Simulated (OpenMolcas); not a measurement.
Levels of Mo II by method

```
Program             : OpenMolcas 26.06
Basis               : ANO-RCC-VTZP [7s6p4d2f1g]
Scalar Hamiltonian  : DKH2, point nucleus
Active space        : 5 electrons in 6 orbitals (4d 5s)
State averaging     : 2S+1 = 6 even, 6 roots; 2S+1 = 4 even, 64 roots; 2S+1 = 2 even, 110 roots
Spin-orbit coupling : RASSI with atomic mean-field integrals over the reference wave functions, term energies averaged over their components
```

Methods on the same reference wave functions:
A. CASSCF
B. SS-CASPT2, IPEA 0.25 Eh, imaginary shift 0.1 Eh (closed shells correlated: 4s 4p)
C. MS-CASPT2, IPEA 0.25 Eh, imaginary shift 0.1 Eh (closed shells correlated: 4s 4p)

Energies in cm⁻¹ above 4d⁵ ⁶S_5/2, the measured ground level; measured values from NIST Handbook of Basic Atomic Spectroscopic Data.

```
               Level      A      B      C  Measured
          4d⁵ ⁶S_5/2    0.0    0.0    0.0       0.0
       4d⁴ 5s ⁶D_1/2   8702  11540  11570     11783
       4d⁴ 5s ⁶D_3/2   8923  11780  11800     12034
       4d⁴ 5s ⁶D_5/2   9275  12150  12160     12417
       4d⁴ 5s ⁶D_7/2   9738  12620  12630     12900
       4d⁴ 5s ⁶D_9/2  10297  13160  13180     13461
          4d⁵ ⁴G_7/2  18619  16530  16470     15331
         4d⁵ ⁴G_11/2  18684  16610  16540     15447
          4d⁵ ⁴G_9/2  18688  16610  16550     15428
   4d⁵ ⁴D_3/2 [56 %]  19186  16300  16250          
   4d⁵ ⁴D_1/2 [55 %]  19322  16420  16400          
   4d⁵ ⁴P_1/2 [54 %]  20122  17380  17340          
          4d⁵ ⁴D_7/2  20288  17240  17190          
   4d⁵ ⁴P_3/2 [55 %]  20598  17830  17710          
   4d⁵ ⁴P_5/2 [52 %]  20867  18070  17880          
       4d⁴ 5s ⁴H_7/2  27341  26960  26940          
       4d⁴ 5s ⁴H_9/2  27534  27200  27170          
         4d⁵ ²I_11/2  27665  25240  25250          
         4d⁵ ²I_13/2  27848  25480  25480          
      4d⁴ 5s ⁴H_11/2  27864  27460  27460          
4d⁴ 5s ⁴F_7/2 [72 %]  27929  25860  24970          
4d⁴ 5s ⁴F_9/2 [75 %]  27986  25830  24890          
      4d⁴ 5s ⁴H_13/2  28182  27800  27810          
    4d⁴ 5s ⁴D_1/2(1)  28427  23990  23770
```

Deviations, from unrounded energies. A percentage is the sum of absolute deviations over the sum of measured energies, with the sign that they share, or ± where signs differ.

```
                        Against measurement  Levels      A     B     C
             mean absolute deviation (cm-1)       8   3200   610   580
other terms of the ground configuration (%)       3  +21.2  +7.7  +7.3
                   other configurations (%)       5  -25.0  -2.2  -2.0
```

C lies closest to measurement on these levels and A furthest from it. The largest miss of C in the table is 4d⁵ ⁴G_7/2, by +1100 cm-1. The ranking rests on the paired levels alone, and a cruder setting can come out closer through cancelling errors.

Between B and C the level of the table that moves most is 4d⁴ 5s ⁴F_9/2 [75 %], by 950 cm-1 (lowest in C, highest in B). Moves below CASPT2's spread within the term are not significant.

The mean deviations of B to C differ by less than CASPT2's widest spread within a term (680 cm-1), so their order carries little weight.

From A to B the spin-free energies of the other terms of 4d⁵ shown, above ⁶S, scale by factors of 0.85 to 0.91, as is usual when dynamic correlation screens the repulsion within a d or f shell.

The lowest spin-free term lies below A's lowest term by 0.377 hartree in B, 0.377 hartree in C.

CASPT2 breaks the degeneracy within a term, and the mean is taken; among the terms shown or strongly mixed into the levels shown the widest spread is 680 cm-1 (4d⁴ 5s ⁴H, C). Configurations are named by rounded mean occupations; where the s occupation lies near a half they are strongly mixed, a name can repeat and a true partner stay unpaired. A single d shell beside an s shell can misplace configurations of different d count against each other. Without dynamic correlation excited terms often stand tens of per cent too high (terms of higher spin than the ground term too low), and those without a measured partner can miss by more than the paired ones (holds for A). Blocks of more than 70 roots (2S+1 = 2 even) ran without multistate coupling (holds for C). Computed and measured levels are paired by configuration, term and J; levels that our copy of the source lacks, or whose pairing is in doubt (as where it misses far off the trend of its configuration), stay unpaired and out of the deviations. Only configurations of the active space appear. Levels that lie high or do not pair safely by name in every column are left out.

A share in square brackets marks a mixed level and gives the weight of the term that names it, the lowest over the columns. A number in round brackets counts repeated terms of one configuration in the order of the reference energies.
